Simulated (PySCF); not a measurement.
CH4N (SMILES [CH2]N), doublet, geometry from GFN2-xTB; PBE0/6-31G* run with PySCF.

Input for PySCF:
```python
from pyscf import gto, scf, dft

mol = gto.M(
    atom='''
C    -0.71383820    0.05340766   -0.14623816
N     0.64268006   -0.04802632    0.15629072
H    -1.30378940   -0.82750337    0.02165825
H    -1.16517043    1.01349598    0.01736352
H     1.18967095    0.75232861   -0.12976755
H     1.06355764   -0.92258292   -0.12586027
''',
    basis='6-31g*',
    spin=1,
    verbose=4,
)

mf = dft.UKS(mol)
mf.xc = 'pbe0'
mf.diis = False
mf.max_cycle = 100
mf.kernel()
mf.analyze()
```

It wrote (shortened):

```
PySCF version 2.14.0

[INPUT] verbose = 4
[INPUT] num. atoms = 6
[INPUT] num. electrons = 17
[INPUT] charge = 0
[INPUT] spin (= nelec alpha-beta = 2S) = 1
[INPUT] symmetry False subgroup None
[INPUT] Mole.unit = angstrom
[INPUT] Symbol           X                Y                Z      unit          X                Y                Z       unit  Magmom
[...]
nuclear repulsion = 37.2575803202232
number of shells = 20
number of NR pGTOs = 70
number of NR cGTOs = 36
basis = 6-31g*
ecp = {}

******** <class 'pyscf.dft.uks.UKS'> ********
method = UKS
initial guess = minao
damping factor = 0
level_shift factor = 0
DIIS disabled
SCF conv_tol = 1e-09
SCF conv_tol_grad = None
SCF max_cycles = 100
direct_scf = True
direct_scf_tol = 1e-13
number electrons alpha = 9  beta = 8
XC library pyscf.dft.libxc version 7.1.2
    S. Lehtola, C. Steigemann, M. J. T. Oliveira, and M. A. L. Marques,  SoftwareX 7, 1–5 (2018)
XC functionals = pbe0
    C. Adamo and V. Barone,  J. Chem. Phys. 110, 6158 (1999)
    M. Ernzerhof and G. E. Scuseria,  J. Chem. Phys. 110, 5029 (1999)
radial grids:
    Treutler-Ahlrichs [JCP 102, 346 (1995); DOI:10.1063/1.469408] (M4) radial grids

becke partition: Becke, JCP 88, 2547 (1988); DOI:10.1063/1.454033
pruning grids: <function nwchem_prune>
grids dens level: 3
symmetrized grids: False
atomic radii adjust function: <function treutler_atomic_radii_adjust>
small_rho_cutoff = 0
Set gradient conv threshold to 3.16228e-05
tot grids = 67256
init E= -95.1168623870822

cycle= 1 E= -95.0548379835769  delta_E= 0.062  |g|= 0.191  |ddm|= 1.49
cycle= 2 E= -95.0605080252181  delta_E= -0.00567  |g|= 0.176  |ddm|= 0.339
cycle= 3 E= -95.0599175790275  delta_E= 0.00059  |g|= 0.184  |ddm|= 0.312
cycle= 4 E= -95.0571300151141  delta_E= 0.00279  |g|= 0.201  |ddm|= 0.323
cycle= 5 E= -95.051672181677  delta_E= 0.00546  |g|= 0.234  |ddm|= 0.348
cycle= 6 E= -95.0396250822699  delta_E= 0.012  |g|= 0.286  |ddm|= 0.399
cycle= 7 E= -95.0168246900303  delta_E= 0.0228  |g|= 0.375  |ddm|= 0.476
cycle= 8 E= -94.9655293025617  delta_E= 0.0513  |g|= 0.497  |ddm|= 0.621
cycle= 9 E= -94.8784317675608  delta_E= 0.0871  |g|= 0.69  |ddm|= 0.803
cycle= 10 E= -94.6522414797402  delta_E= 0.226  |g|= 0.94  |ddm|= 1.15
cycle= 11 E= -94.3512219089257  delta_E= 0.301  |g|=  1.3  |ddm|=  1.5
cycle= 12 E= -92.7301464208275  delta_E= 1.62  |g|= 1.82  |ddm|= 7.44
cycle= 13 E= -86.0268487512647  delta_E=  6.7  |g|=  3.2  |ddm|= 8.38
cycle= 14 E= -75.6779438581311  delta_E= 10.3  |g|= 3.64  |ddm|= 9.05
cycle= 15 E= -77.0214260547029  delta_E= -1.34  |g|=  3.5  |ddm|=  9.9
cycle= 16 E= -74.1680750153809  delta_E= 2.85  |g|= 3.64  |ddm|= 9.59
cycle= 17 E= -76.9431342198907  delta_E= -2.78  |g|=  3.5  |ddm|= 9.61
cycle= 18 E= -74.1536213212918  delta_E= 2.79  |g|= 3.64  |ddm|=  9.6
cycle= 19 E= -76.9426568773892  delta_E= -2.79  |g|=  3.5  |ddm|=  9.6
cycle= 20 E= -74.1534654290896  delta_E= 2.79  |g|= 3.64  |ddm|=  9.6
cycle= 21 E= -76.9426714535311  delta_E= -2.79  |g|=  3.5  |ddm|=  9.6
cycle= 22 E= -74.1534634014995  delta_E= 2.79  |g|= 3.64  |ddm|=  9.6
cycle= 23 E= -76.9426724078349  delta_E= -2.79  |g|=  3.5  |ddm|=  9.6
cycle= 24 E= -74.1534633624655  delta_E= 2.79  |g|= 3.64  |ddm|=  9.6
cycle= 25 E= -76.9426724513831  delta_E= -2.79  |g|=  3.5  |ddm|=  9.6
cycle= 26 E= -74.1534633613039  delta_E= 2.79  |g|= 3.64  |ddm|=  9.6
cycle= 27 E= -76.9426724532446  delta_E= -2.79  |g|=  3.5  |ddm|=  9.6
cycle= 28 E= -74.1534633612602  delta_E= 2.79  |g|= 3.64  |ddm|=  9.6
cycle= 29 E= -76.9426724533228  delta_E= -2.79  |g|=  3.5  |ddm|=  9.6
cycle= 30 E= -74.1534633612584  delta_E= 2.79  |g|= 3.64  |ddm|=  9.6
cycle= 31 E= -76.942672453326  delta_E= -2.79  |g|=  3.5  |ddm|=  9.6
cycle= 32 E= -74.1534633612584  delta_E= 2.79  |g|= 3.64  |ddm|=  9.6
cycle= 33 E= -76.9426724533261  delta_E= -2.79  |g|=  3.5  |ddm|=  9.6
cycle= 34 E= -74.1534633612584  delta_E= 2.79  |g|= 3.64  |ddm|=  9.6
cycle= 35 E= -76.9426724533262  delta_E= -2.79  |g|=  3.5  |ddm|=  9.6
[...]
cycle= 86 E= -74.1534633612582  delta_E= 2.79  |g|= 3.64  |ddm|=  9.6
cycle= 87 E= -76.9426724533263  delta_E= -2.79  |g|=  3.5  |ddm|=  9.6
cycle= 88 E= -74.1534633612581  delta_E= 2.79  |g|= 3.64  |ddm|=  9.6
cycle= 89 E= -76.9426724533262  delta_E= -2.79  |g|=  3.5  |ddm|=  9.6
cycle= 90 E= -74.1534633612586  delta_E= 2.79  |g|= 3.64  |ddm|=  9.6
cycle= 91 E= -76.9426724533261  delta_E= -2.79  |g|=  3.5  |ddm|=  9.6
cycle= 92 E= -74.1534633612582  delta_E= 2.79  |g|= 3.64  |ddm|=  9.6
cycle= 93 E= -76.9426724533263  delta_E= -2.79  |g|=  3.5  |ddm|=  9.6
cycle= 94 E= -74.1534633612582  delta_E= 2.79  |g|= 3.64  |ddm|=  9.6
cycle= 95 E= -76.9426724533262  delta_E= -2.79  |g|=  3.5  |ddm|=  9.6
cycle= 96 E= -74.1534633612582  delta_E= 2.79  |g|= 3.64  |ddm|=  9.6
cycle= 97 E= -76.9426724533263  delta_E= -2.79  |g|=  3.5  |ddm|=  9.6
cycle= 98 E= -74.1534633612583  delta_E= 2.79  |g|= 3.64  |ddm|=  9.6
cycle= 99 E= -76.9426724533262  delta_E= -2.79  |g|=  3.5  |ddm|=  9.6
cycle= 100 E= -74.1534633612584  delta_E= 2.79  |g|= 3.64  |ddm|=  9.6
SCF not converged.
SCF energy = -74.1534633612584 after 100 cycles  <S^2> = 0.75002157  2S+1 = 2.0000216
**** SCF Summaries ****
Total Energy =                         -74.153463361258360
Nuclear Repulsion Energy =              37.257580320223205
One-electron Energy =                 -190.049935138839430
Two-electron Energy =                   78.638891457357857
Two-electron Coulomb Energy =           93.708244245101127
DFT Exchange-Correlation Energy =      -15.069352787743274
**** MO energy ****
                             alpha | beta                alpha | beta
[...]
To work with the spin densities directly, `use mulliken_meta_spin()` only printing them here.

 ** Mulliken spin pop alpha/beta on meta-lowdin orthogonal AOs **
 ** Mulliken Spin Density (per AO)  **
spin_pop of  0 C 1s        0.00001
spin_pop of  0 C 2s        0.04125
spin_pop of  0 C 3s        0.09277
spin_pop of  0 C 2px       0.02334
spin_pop of  0 C 2py       0.00044
spin_pop of  0 C 2pz       0.00203
spin_pop of  0 C 3px       0.54148
spin_pop of  0 C 3py       0.00241
spin_pop of  0 C 3pz       0.05395
spin_pop of  0 C 3dxy      0.00137
spin_pop of  0 C 3dyz     -0.00001
spin_pop of  0 C 3dz^2     0.01725
spin_pop of  0 C 3dxz      0.00159
spin_pop of  0 C 3dx2-y2    0.06152
spin_pop of  1 N 1s       -0.00001
spin_pop of  1 N 2s        0.00565
spin_pop of  1 N 3s        0.00502
spin_pop of  1 N 2px       0.00605
spin_pop of  1 N 2py       0.00003
spin_pop of  1 N 2pz       0.00007
spin_pop of  1 N 3px       0.00089
spin_pop of  1 N 3py      -0.00001
spin_pop of  1 N 3pz       0.00009
spin_pop of  1 N 3dxy      0.00002
spin_pop of  1 N 3dyz     -0.00000
spin_pop of  1 N 3dz^2     0.00003
spin_pop of  1 N 3dxz     -0.00001
spin_pop of  1 N 3dx2-y2    0.00064
spin_pop of  2 H 1s        0.00528
spin_pop of  2 H 2s        0.06583
spin_pop of  3 H 1s        0.00529
spin_pop of  3 H 2s        0.06582
spin_pop of  4 H 1s        0.00001
spin_pop of  4 H 2s       -0.00002
spin_pop of  5 H 1s        0.00001
spin_pop of  5 H 2s       -0.00002
 ** Mulliken Spin Density (per atom)  **
spin density of  0 C =      0.83938
spin density of  1 N =      0.01844
spin density of  2 H =      0.07111
spin density of  3 H =      0.07111
spin density of  4 H =     -0.00002
spin density of  5 H =     -0.00002
 ** Mulliken pop alpha/beta on meta-lowdin orthogonal AOs **
 ** Mulliken pop       alpha | beta **
[...]
In total             9.00000 | 8.00000
 ** Mulliken atomic charges   ( Nelec_alpha | Nelec_beta ) **
charge of  0C =     -4.67448  (     5.75693      4.91755 )
charge of  1N =      4.84908  (     1.08468      1.06624 )
charge of  2H =     -1.08295  (     1.07703      1.00592 )
charge of  3H =     -1.08294  (     1.07702      1.00591 )
charge of  4H =      0.99564  (     0.00217      0.00219 )
charge of  5H =      0.99564  (     0.00217      0.00219 )
Dipole moment(X, Y, Z, Debye): 64.48450, -4.83871,  7.08364
```

Convergence was not reached.
